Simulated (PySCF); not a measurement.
## Two-dimensional NMR puzzle

Compound of formula C$_{4}$H$_{7}$F$_{3}$O$_{2}$. Correlations simulated from computed shifts and the bond graph:

HSQC (one-bond C–H):
```tsv
δH	δC
4.29	67.0
3.95	72.4
3.56	61.0
```

COSY cross peaks (H two or three bonds apart, from the bond graph; peaks can be absent where the dihedral angle is near 90°):
```tsv
δH	δH
4.29	3.95
```

HMBC (two and three bonds, from the bond graph; two-bond peaks within aromatic rings are usually weak or absent):
```tsv
δH	δC
4.29	131.0, 72.4
3.95	67.0, 61.0
3.56	72.4
```

Carbons without hydrogens: δ 131.0.

- geometry from GFN2-xTB
- NMR shieldings at PBE0/pcSseg-1/GIAO
- code: PySCF
- single conformer, averaged over atoms made equivalent by symmetry, fast rotation or ring inversion, gas phase, non-relativistic Hamiltonian

Referencing at the same level of theory: TMS for 1H (31.72 ppm), 13C (186.93 ppm).

Exchangeable hydrogens are left out of these lists.

Q: Which molecule is this?

A: `COCCOC(F)(F)F`.

Structure with atom numbers: `[CH3:1][O:2][CH2:3][CH2:4][O:5][C:6]([F:7])([F:8])[F:9]` (H(Xn): hydrogen on atom n).

- δC 131.0 is C6, a CF3 carbon.
- δC 72.4 is C3, an sp3 CH2 bonded to O (δH 3.95).
- δC 67.0 is C4, an sp3 CH2 bonded to O (δH 4.29).
- δC 61.0 is C1, a methyl carbon bonded to O (δH 3.56).
- HMBC from δH 4.29 reaches the proton-free carbon C6.
- COSY links 4.29–3.95.

This is the structure that produced the data.

Shifts are as computed. Against solution values, carbons near 30 ppm lie about +3 ppm off and those near 130 ppm about +5 ppm (rms about the fit 2.1 ppm; single classes can miss by 10 ppm). Of 1328 compounds with measured shifts, 309 miss one by over three times the rms of a fit or turn the order of signals round; such compounds aren't used in these exercises. Signals without a measured value on file couldn't be tested in this way; 1H shifts scatter by 0.2 ppm about their fit, and single ones miss by 0.5 ppm.
